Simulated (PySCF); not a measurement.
C$_{5}$H$_{11}$ (SMILES [CH2]CCCC), doublet, geometry from GFN2-xTB; HSE06/STO-3G run with PySCF.

The PySCF input:
```python
from pyscf import gto, scf, dft

mol = gto.Mole()
mol.atom = '''
    C    -1.863221   -0.262494    0.816336
    C    -0.981665    0.832549    0.380763
    C    -0.162234    0.471990   -0.867249
    C     0.798743   -0.692815   -0.627070
    C     1.970565   -0.325410    0.275368
    H    -2.049546   -0.447395    1.855505
    H    -2.400291   -0.840434    0.089053
    H    -1.584449    1.720463    0.124598
    H    -0.320661    1.133884    1.195893
    H    -0.853359    0.200638   -1.668418
    H     0.402857    1.347660   -1.194735
    H     0.241908   -1.520528   -0.181705
    H     1.188638   -1.029818   -1.590676
    H     2.656182   -1.165183    0.364012
    H     2.517468    0.521119   -0.135394
    H     1.628124   -0.063323    1.272983
'''
mol.basis = 'sto-3g'
mol.charge = 0
mol.spin = 1
mol.verbose = 4
mol.build()

mf = dft.UKS(mol)
mf.xc = 'hse06'
mf.kernel()
mf.analyze()
```

It wrote (shortened):

```
PySCF version 2.14.0

[INPUT] verbose = 4
[INPUT] num. atoms = 16
[INPUT] num. electrons = 41
[INPUT] charge = 0
[INPUT] spin (= nelec alpha-beta = 2S) = 1
[INPUT] symmetry False subgroup None
[INPUT] Mole.unit = angstrom
[INPUT] Symbol           X                Y                Z      unit          X                Y                Z       unit  Magmom
[INPUT]  1 C     -1.863221000000  -0.262494000000   0.816336000000 AA   -3.520977399538  -0.496041769342   1.542651465623 Bohr   0.0
[INPUT]  2 C     -0.981665000000   0.832549000000   0.380763000000 AA   -1.855077996071   1.573289595281   0.719537788368 Bohr   0.0
[INPUT]  3 C     -0.162234000000   0.471990000000  -0.867249000000 AA   -0.306577828093   0.891931833533  -1.638863091803 Bohr   0.0
[INPUT]  4 C      0.798743000000  -0.692815000000  -0.627070000000 AA    1.509405513913  -1.309230604991  -1.184990560931 Bohr   0.0
[INPUT]  5 C      1.970565000000  -0.325410000000   0.275368000000 AA    3.723828160654  -0.614935778195   0.520370103469 Bohr   0.0
[INPUT]  6 H     -2.049546000000  -0.447395000000   1.855505000000 AA   -3.873080619698  -0.845454019500   3.506396272761 Bohr   0.0
[INPUT]  7 H     -2.400291000000  -0.840434000000   0.089053000000 AA   -4.535892609258  -1.588190085773   0.168285780571 Bohr   0.0
[INPUT]  8 H     -1.584449000000   1.720463000000   0.124598000000 AA   -2.994174668341   3.251203877448   0.235456095669 Bohr   0.0
[INPUT]  9 H     -0.320661000000   1.133884000000   1.195893000000 AA   -0.605961468829   2.142730217026   2.259910244284 Bohr   0.0
[INPUT] 10 H     -0.853359000000   0.200638000000  -1.668418000000 AA   -1.612614795933   0.379150870180  -3.152853081295 Bohr   0.0
[INPUT] 11 H      0.402857000000   1.347660000000  -1.194735000000 AA    0.761289397364   2.546708309031  -2.257721941432 Bohr   0.0
[INPUT] 12 H      0.241908000000  -1.520528000000  -0.181705000000 AA    0.457139867341  -2.873381484733  -0.343372685464 Bohr   0.0
[INPUT] 13 H      1.188638000000  -1.029818000000  -1.590676000000 AA    2.246200281251  -1.946073978147  -3.005941992919 Bohr   0.0
[INPUT] 14 H      2.656182000000  -1.165183000000   0.364012000000 AA    5.019456516999  -2.201876754999   0.687882986055 Bohr   0.0
[INPUT] 15 H      2.517468000000   0.521119000000  -0.135394000000 AA    4.757325047357   0.984772188307  -0.255857578909 Bohr   0.0
[INPUT] 16 H      1.628124000000  -0.063323000000   1.272983000000 AA    3.076708456831  -0.119663127386   2.405589231227 Bohr   0.0

nuclear repulsion = 182.84945110971
number of shells = 26
number of NR pGTOs = 108
number of NR cGTOs = 36
basis = sto-3g
ecp = {}

******** <class 'pyscf.dft.uks.UKS'> ********
method = UKS
initial guess = minao
damping factor = 0
level_shift factor = 0
DIIS = <class 'pyscf.scf.diis.CDIIS'>
diis_start_cycle = 1
diis_space = 8
diis_damp = 0
SCF conv_tol = 1e-09
SCF conv_tol_grad = None
SCF max_cycles = 50
direct_scf = True
direct_scf_tol = 1e-13
number electrons alpha = 21  beta = 20
XC library pyscf.dft.libxc version 7.1.2
    S. Lehtola, C. Steigemann, M. J. T. Oliveira, and M. A. L. Marques,  SoftwareX 7, 1–5 (2018)
XC functionals = hse06
    J. Heyd, G. E. Scuseria, and M. Ernzerhof,  J. Chem. Phys. 118, 8207 (2003)
    J. Heyd, G. E. Scuseria, and M. Ernzerhof,  J. Chem. Phys. 124, 219906 (2006)
    A. V. Krukau, O. A. Vydrov, A. F. Izmaylov, and G. E. Scuseria,  J. Chem. Phys. 125, 224106 (2006)
radial grids:
    Treutler-Ahlrichs [JCP 102, 346 (1995); DOI:10.1063/1.469408] (M4) radial grids

becke partition: Becke, JCP 88, 2547 (1988); DOI:10.1063/1.454033
pruning grids: <function nwchem_prune>
grids dens level: 3
symmetrized grids: False
atomic radii adjust function: <function treutler_atomic_radii_adjust>
small_rho_cutoff = 0
Set gradient conv threshold to 3.16228e-05
tot grids = 178480
init E= -194.727811689323

cycle= 1 E= -194.514370154043  delta_E= 0.213  |g|= 0.157  |ddm|=  3.3
cycle= 2 E= -194.52579892511  delta_E= -0.0114  |g|= 0.107  |ddm|= 0.379
cycle= 3 E= -194.533288224303  delta_E= -0.00749  |g|= 0.011  |ddm|= 0.157
cycle= 4 E= -194.533397953109  delta_E= -0.00011  |g|= 0.00475  |ddm|= 0.0245
cycle= 5 E= -194.533415560064  delta_E= -1.76e-05  |g|= 0.00116  |ddm|= 0.00798
cycle= 6 E= -194.533417411055  delta_E= -1.85e-06  |g|= 0.000186  |ddm|= 0.00347
cycle= 7 E= -194.533417453372  delta_E= -4.23e-08  |g|= 8.78e-05  |ddm|= 0.000375
cycle= 8 E= -194.533417459169  delta_E= -5.8e-09  |g|= 1.75e-05  |ddm|= 0.000145
cycle= 9 E= -194.533417459661  delta_E= -4.92e-10  |g|= 4.93e-06  |ddm|= 5.2e-05
Extra cycle  E= -194.533417459712  delta_E= -5.14e-11  |g|= 2.98e-06  |ddm|= 1.18e-05
converged SCF energy = -194.533417459712  <S^2> = 0.75483907  2S+1 = 2.0048332
**** SCF Summaries ****
Total Energy =                        -194.533417459711956
Nuclear Repulsion Energy =             182.849451109710316
One-electron Energy =                 -623.657213692576420
Two-electron Energy =                  246.274345123154148
Two-electron Coulomb Energy =          277.395960561693300
DFT Exchange-Correlation Energy =      -31.121615438539159
**** MO energy ****
                             alpha | beta                alpha | beta
MO #1   energy= -10.0360136030983  | -10.0374411462422  occ= 1 | 1
MO #2   energy= -10.031887720688   | -10.0313882558553  occ= 1 | 1
MO #3   energy= -10.0305809706262  | -10.0304049703924  occ= 1 | 1
MO #4   energy= -10.02253573717    | -10.0225317150336  occ= 1 | 1
MO #5   energy= -9.99305049280366  | -9.97499489877905  occ= 1 | 1
MO #6   energy= -0.775890274980797 | -0.771141891121039 occ= 1 | 1
MO #7   energy= -0.714757390685316 | -0.704637359922678 occ= 1 | 1
MO #8   energy= -0.64045059159833  | -0.627021353582522 occ= 1 | 1
MO #9   energy= -0.57888553752469  | -0.563209586757692 occ= 1 | 1
MO #10  energy= -0.52097273445265  | -0.512296850028567 occ= 1 | 1
MO #11  energy= -0.431981782977547 | -0.428157214295226 occ= 1 | 1
MO #12  energy= -0.426478423328511 | -0.422350606702671 occ= 1 | 1
MO #13  energy= -0.382139474695398 | -0.377488842299977 occ= 1 | 1
MO #14  energy= -0.376105675172219 | -0.371210566663006 occ= 1 | 1
MO #15  energy= -0.350678571044298 | -0.344757066208799 occ= 1 | 1
MO #16  energy= -0.324797564710012 | -0.319864019898726 occ= 1 | 1
MO #17  energy= -0.317350546802747 | -0.313303096183588 occ= 1 | 1
MO #18  energy= -0.28313467994469  | -0.280714528978967 occ= 1 | 1
MO #19  energy= -0.279305278066528 | -0.274748853508856 occ= 1 | 1
MO #20  energy= -0.272359323790721 | -0.271404571176788 occ= 1 | 1
MO #21  energy= -0.130225964847721 | 0.081351233995991  occ= 1 | 0
MO #22  energy= 0.369651062701185  | 0.371575991735675  occ= 0 | 0
MO #23  energy= 0.380659613567302  | 0.384991070793147  occ= 0 | 0
MO #24  energy= 0.406630641059457  | 0.408759075731111  occ= 0 | 0
MO #25  energy= 0.423948808015526  | 0.434161520435419  occ= 0 | 0
MO #26  energy= 0.438388943076484  | 0.446944717456589  occ= 0 | 0
MO #27  energy= 0.452907243907075  | 0.456126017835724  occ= 0 | 0
MO #28  energy= 0.456281676794934  | 0.478129008357187  occ= 0 | 0
MO #29  energy= 0.490031561360413  | 0.494291104059148  occ= 0 | 0

To work with the spin densities directly, `use mulliken_meta_spin()` only printing them here.

 ** Mulliken spin pop alpha/beta on meta-lowdin orthogonal AOs **
 ** Mulliken Spin Density (per AO)  **
spin_pop of  0 C 1s       -0.00002
spin_pop of  0 C 2s        0.05338
spin_pop of  0 C 2px       0.55250
spin_pop of  0 C 2py       0.41564
spin_pop of  0 C 2pz       0.02802
spin_pop of  1 C 1s        0.00000
spin_pop of  1 C 2s       -0.01038
spin_pop of  1 C 2px      -0.01926
spin_pop of  1 C 2py      -0.02516
spin_pop of  1 C 2pz      -0.00738
spin_pop of  2 C 1s        0.00000
spin_pop of  2 C 2s        0.00518
spin_pop of  2 C 2px       0.00482
spin_pop of  2 C 2py       0.00182
spin_pop of  2 C 2pz       0.01391
spin_pop of  3 C 1s       -0.00000
spin_pop of  3 C 2s        0.00001
spin_pop of  3 C 2px      -0.00006
spin_pop of  3 C 2py       0.00219
spin_pop of  3 C 2pz       0.00038
spin_pop of  4 C 1s        0.00000
spin_pop of  4 C 2s        0.00002
spin_pop of  4 C 2px       0.00008
spin_pop of  4 C 2py       0.00002
spin_pop of  4 C 2pz      -0.00002
spin_pop of  5 H 1s       -0.03661
spin_pop of  6 H 1s       -0.03625
spin_pop of  7 H 1s        0.05180
spin_pop of  8 H 1s        0.00825
spin_pop of  9 H 1s       -0.00120
spin_pop of  10 H 1s       -0.00100
spin_pop of  11 H 1s       -0.00071
spin_pop of  12 H 1s       -0.00004
spin_pop of  13 H 1s       -0.00003
spin_pop of  14 H 1s        0.00010
spin_pop of  15 H 1s       -0.00000
 ** Mulliken Spin Density (per atom)  **
spin density of  0 C =      1.04952
spin density of  1 C =     -0.06218
spin density of  2 C =      0.02573
spin density of  3 C =      0.00252
spin density of  4 C =      0.00011
spin density of  5 H =     -0.03661
spin density of  6 H =     -0.03625
spin density of  7 H =      0.05180
spin density of  8 H =      0.00825
spin density of  9 H =     -0.00120
spin density of  10 H =     -0.00100
spin density of  11 H =     -0.00071
spin density of  12 H =     -0.00004
spin density of  13 H =     -0.00003
spin density of  14 H =      0.00010
spin density of  15 H =     -0.00000
 ** Mulliken pop alpha/beta on meta-lowdin orthogonal AOs **
 ** Mulliken pop       alpha | beta **
pop of  0 C 1s        0.99983 | 0.99985
pop of  0 C 2s        0.56339 | 0.51001
pop of  0 C 2px       0.77859 | 0.22608
pop of  0 C 2py       0.70851 | 0.29288
pop of  0 C 2pz       0.52501 | 0.49699
pop of  1 C 1s        0.99980 | 0.99980
pop of  1 C 2s        0.50489 | 0.51526
pop of  1 C 2px       0.50153 | 0.52080
pop of  1 C 2py       0.49831 | 0.52347
pop of  1 C 2pz       0.50662 | 0.51400
pop of  2 C 1s        0.99980 | 0.99980
pop of  2 C 2s        0.51959 | 0.51440
pop of  2 C 2px       0.51028 | 0.50546
pop of  2 C 2py       0.51033 | 0.50851
pop of  2 C 2pz       0.51083 | 0.49693
pop of  3 C 1s        0.99980 | 0.99980
pop of  3 C 2s        0.51403 | 0.51402
pop of  3 C 2px       0.50101 | 0.50107
pop of  3 C 2py       0.50974 | 0.50755
pop of  3 C 2pz       0.51496 | 0.51458
pop of  4 C 1s        0.99979 | 0.99979
pop of  4 C 2s        0.51109 | 0.51106
pop of  4 C 2px       0.51442 | 0.51434
pop of  4 C 2py       0.52748 | 0.52746
pop of  4 C 2pz       0.52159 | 0.52161
pop of  5 H 1s        0.46074 | 0.49735
pop of  6 H 1s        0.46171 | 0.49796
pop of  7 H 1s        0.50205 | 0.45025
pop of  8 H 1s        0.48040 | 0.47215
pop of  9 H 1s        0.47849 | 0.47969
pop of  10 H 1s        0.47887 | 0.47987
pop of  11 H 1s        0.47769 | 0.47840
pop of  12 H 1s        0.47912 | 0.47916
pop of  13 H 1s        0.47614 | 0.47616
pop of  14 H 1s        0.47706 | 0.47695
pop of  15 H 1s        0.47653 | 0.47653
In total            21.00000 | 20.00000
 ** Mulliken atomic charges   ( Nelec_alpha | Nelec_beta ) **
charge of  0C =     -0.10114  (     3.57533      2.52581 )
charge of  1C =     -0.08446  (     3.01114      3.07332 )
charge of  2C =     -0.07594  (     3.05083      3.02510 )
charge of  3C =     -0.07655  (     3.03953      3.03702 )
charge of  4C =     -0.14865  (     3.07438      3.07427 )
charge of  5H =      0.04191  (     0.46074      0.49735 )
charge of  6H =      0.04033  (     0.46171      0.49796 )
charge of  7H =      0.04769  (     0.50205      0.45025 )
charge of  8H =      0.04746  (     0.48040      0.47215 )
charge of  9H =      0.04182  (     0.47849      0.47969 )
charge of  10H =      0.04126  (     0.47887      0.47987 )
charge of  11H =      0.04391  (     0.47769      0.47840 )
charge of  12H =      0.04173  (     0.47912      0.47916 )
charge of  13H =      0.04770  (     0.47614      0.47616 )
charge of  14H =      0.04599  (     0.47706      0.47695 )
charge of  15H =      0.04695  (     0.47653      0.47653 )
Dipole moment(X, Y, Z, Debye):  0.04257,  0.11855, -0.07221
```
